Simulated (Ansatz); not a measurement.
Consider the redistribution: `C#C[SiH2]C=O` + `[AlH2][SiH2]O[SiH3]` → `O=C[SiH2]O[SiH3]` + `C#C[SiH2][AlH2]`.

Program: Ansatz. Geometries: PBE0-D4/def2-TZVP. ΔE: electronic, gas phase. CBS: MP2 limit from def2 TZ/QZ plus the TZ coupled-cluster correction, frozen cores. DFT in def2-TZVPP. B3LYP here is the variant with VWN-RPA as its local correlation; programs differ in this. One conformer a species, not always the lowest.

`C#C[SiH2]C=O`:

```xyz
9

C    -0.857    0.807    2.168
C    -0.272    0.688    1.120
Si    0.571    0.433   -0.473
C    -0.009   -1.245   -1.234
O     0.413   -1.604   -2.302
H    -1.371    0.919    3.096
H     0.222    1.516   -1.422
H     2.038    0.367   -0.275
H    -0.736   -1.881   -0.678
```

`[AlH2][SiH2]O[SiH3]`:

```xyz
11

Al   -2.153   -0.009    1.789
Si   -0.653   -0.707   -0.035
O     0.588    0.364   -0.219
Si    1.940    0.642   -1.097
H    -1.899    1.322    2.618
H    -3.410   -0.918    2.142
H    -0.084   -2.068    0.217
H    -1.390   -0.822   -1.332
H     2.587    1.870   -0.575
H     1.595    0.832   -2.531
H     2.879   -0.505   -0.976
```

`O=C[SiH2]O[SiH3]`:

Cartesian coordinates in Å:
```
O -1.139 1.486 0.603
C -0.347 1.135 1.444
Si 0.864 -0.303 1.052
O 0.545 -0.794 -0.458
Si -0.420 -0.533 -1.768
H -0.335 1.654 2.433
H 2.258 0.196 1.175
H 0.644 -1.397 2.033
H -0.001 -1.520 -2.795
H -1.843 -0.761 -1.422
H -0.224 0.837 -2.298
```

`C#C[SiH2][AlH2]`:

Cartesian coordinates in Å:
```
C -2.044 0.065 1.342
C -0.909 -0.233 1.054
Si 0.792 -0.596 0.477
Al 0.855 0.605 -1.665
H -3.043 0.316 1.614
H 0.942 -2.073 0.377
H 1.746 -0.102 1.506
H 1.289 2.132 -1.710
H 0.372 -0.115 -2.995
```

Q: Is it downhill or uphill in electronic energy at CCSD(T)/CBS, and by how much? (Best estimate.)

A: The calculation gave: Downhill: ΔE = -21.7 kJ/mol.

Q: What do these levels give: PBE-D4, B3LYP-D4, ωB97M-V, B2PLYP, SCS-MP2/def2-QZVPP, CCSD/CBS(def2)? (An estimate is asked.)

A: The calculation gave: PBE-D4 -20.3, B3LYP-D4 -21.1, ωB97M-V -22.8, B2PLYP -19.1, SCS-MP2/def2-QZVPP -20.6, CCSD/CBS(def2) -20.9 kJ/mol.

Largest T1 diagnostic among the species: 0.015.

In def2-TZVPP, CCSD(T) changes the Hartree–Fock value by −3.6 kJ/mol (the triples alone add −0.8 kJ/mol) and MP2 by −4.9 kJ/mol. The D4 term adds −4.4 kJ/mol with B3LYP and −2.3 kJ/mol with PBE0; it sums over pairs of atoms, weighted by their polarisabilities, and B3LYP, whose exchange is more repulsive, gets the larger term.
